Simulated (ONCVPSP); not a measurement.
**Reading a pseudo-wave (selenium (Se))**

Columns: radius, all-electron u(r) and pseudo u(r) of the 3s shell (level -236.26 eV) of selenium in the configuration [Ne] 3s2 3p6 3d10 4s2 4p2; PBE, scalar-relativistic, ONCV scheme, ONCVPSP 4.0.1.

| r (bohr) | all-electron | pseudo |
| --- | --- | --- |
| 0.060 | -0.0585 | 0.2420 |
| 0.120 | -0.7730 | 0.4781 |
| 0.180 | -0.5948 | 0.7013 |
| 0.240 | 0.0101 | 0.9037 |
| 0.300 | 0.6321 | 1.0761 |
| 0.360 | 1.0960 | 1.2099 |
| 0.420 | 1.3673 | 1.2979 |
| 0.480 | 1.4739 | 1.3362 |
| 0.540 | 1.4632 | 1.3257 |
| 0.600 | 1.3779 | 1.2716 |
| 0.660 | 1.2510 | 1.1821 |
| 0.720 | 1.1065 | 1.0687 |
| 0.780 | 0.9598 | 0.9424 |
| 0.840 | 0.8202 | 0.8139 |
| 0.900 | 0.6926 | 0.6910 |
| 0.960 | 0.5794 | 0.5791 |
| 1.020 | 0.4810 | 0.4808 |
| 1.080 | 0.3968 | 0.3966 |
| 1.140 | 0.3255 | 0.3254 |
| 1.200 | 0.2660 | 0.2659 |
| 1.260 | 0.2165 | 0.2164 |
| 1.320 | 0.1756 | 0.1756 |
| 1.380 | 0.1421 | 0.1420 |
| 1.440 | 0.1147 | 0.1146 |
| 1.500 | 0.0924 | 0.0923 |
| 1.560 | 0.0742 | 0.0742 |

(1) How many radial nodes do the two functions have?

(2) At about which radius was the pseudo-wave matched?

(3) Where does each function peak?

(4) Is the pseudo-wave norm-conserving?

Results:

(1) The all-electron 3s function has n − l − 1 = 2 (the table is too coarse to show those close to the nucleus); the pseudo-wave has 0, since the states of the same l below it are removed with the core.

(2) 1.05 bohr. The columns agree to 0.0005 from 0.96 bohr on; several derivatives are matched, so the curves merge somewhat inside the radius.

(3) Outermost all-electron maximum near 0.48 bohr, pseudo maximum near 0.48 bohr (to the table’s step).

(4) Yes: the ONCV scheme keeps the norm inside the radius equal to the all-electron one, which fixes the energy derivative of the logarithmic derivative at the level.
